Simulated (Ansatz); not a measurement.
Cl2Sr, septet, at a GFN2-xTB geometry of the parent state (such geometries of metal compounds can be far from the true shape) (a higher spin typed on purpose: for a closed-shell molecule this is an excited state) (core potentials on Sr); PBE/def2-SVP run with Ansatz (a program for electronic structure).

Input for Ansatz:
Ansatz 0.2 input:
```yaml
crystal:
  periodic: [false, false, false]
  atoms:
    - {symbol: Sr, position_ang: [0.50354995, -0.98029751, 0.16357802]}
    - {symbol: Cl, position_ang: [0.31464289, 1.39392006, -1.09624314]}
    - {symbol: Cl, position_ang: [-1.44022513, 0.79733320, 0.73059816]}
basis:
  gaussian:
    orbitals: def2-SVP
hamiltonian:
  xc: pbe
magnetization: {spin_polarized: true, initial_magnetization: 6}
```

### Question
What does Ansatz print? Leave out banner, timings and long lists.

### Answer

```
Functional definition: PBE
671 factors; their error is unknown
mean field evaluation 1: about -25842.8386 eV, gradient 1.9e1 eV
mean field evaluation 2: about -25830.4632 eV, gradient 4.2e1 eV
mean field evaluation 4: about -25847.6881 eV, gradient 2.2e0 eV
mean field evaluation 8: about -25847.7567 eV, gradient 4.6e-1 eV
mean field evaluation 16: about -25847.7174 eV, gradient 3.4e-3 eV
mean field evaluation 32: about -25847.7174 eV, gradient 1.4e-5 eV
mean field evaluation 64: about -25847.6300 eV, gradient 7.8e-7 eV
mean field evaluation 96: about -25847.4372 eV, gradient 2.2e-1 eV
mean field evaluation 128: about -25847.4359 eV, gradient 1.2e-1 eV
mean field evaluation 160: about -25847.7152 eV, gradient 6.7e-2 eV
mean field evaluation 192: about -25847.1782 eV, gradient 1.0e-2 eV
mean field evaluation 224: about -25847.2397 eV, gradient 1.1e-3 eV
mean field -25847.71743682 eV, -949.8860955910 hartree, gradient 1.9e-6 eV, S^2 12.001454; 13 other end points of the search recorded, 0 dependent functions left out
reference -25847.71747607 eV, -949.8860970336 hartree; 25, 19 occupied and 34, 40 virtual orbitals, 671 factors
Total energy: -25847.71747607 eV, -949.8860970336 hartree
```
